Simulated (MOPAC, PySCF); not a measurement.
CH8Si3, SMILES `C[Si](=[SiH2])[SiH3]`, neutral singlet in the gas phase. 

Z-matrix (Å, degrees):
```
Si
C 1 1.8753
H 2 1.0910 1 110.30
H 2 1.0921 3 108.60 1 121.34
H 2 1.0921 3 108.58 4 117.37
Si 1 2.1355 2 123.31 3 0.88
H 6 1.4793 1 120.70 2 -179.89
H 6 1.4818 7 114.57 1 -178.41
Si 1 2.3132 2 120.51 3 179.33
H 9 1.4862 1 107.78 2 -179.33
H 9 1.4893 10 109.24 1 121.37
H 9 1.4894 10 109.23 11 117.35
```
Charge 0, multiplicity 1.

All levels are single points at this geometry (PBE0-D3(BJ)/def2-TZVP); Pople sets use spherical d functions. Orbital energies aren't observables, and empty levels follow the basis.

| level | HOMO (eV) | LUMO (eV) | gap (eV) | dipole (D) | vertical IE, Delta-SCF (eV) |
|---|---|---|---|---|---|
| PBE-D3(BJ)/def2-TZVP in PySCF | -4.92 | -2.29 | 2.63 | 1.31 | – |
| PBE0-D3(BJ)/def2-TZVP in PySCF | -5.72 | -1.58 | 4.14 | 1.26 | – |
| B3LYP/6-311+G** in PySCF | -5.55 | -1.71 | 3.84 | 1.19 | – |
| SVWN5/6-31G* in PySCF | -4.89 | -2.23 | 2.66 | 1.42 | 7.58 |
| HF/3-21G in PySCF | -7.32 | 1.33 | 8.65 | 1.18 | – |
| HF/6-31G* in PySCF | -7.17 | 1.47 | 8.64 | 1.16 | 6.38 |
| HF/STO-3G in PySCF | -3.37 | 6.72 | 10.09 | 0.31 | – |
| AM1 in MOPAC | -8.46 | -2.00 | 6.45 | 0.37 | – |
| PM7 in MOPAC | -8.35 | -1.90 | 6.46 | 1.12 | – |
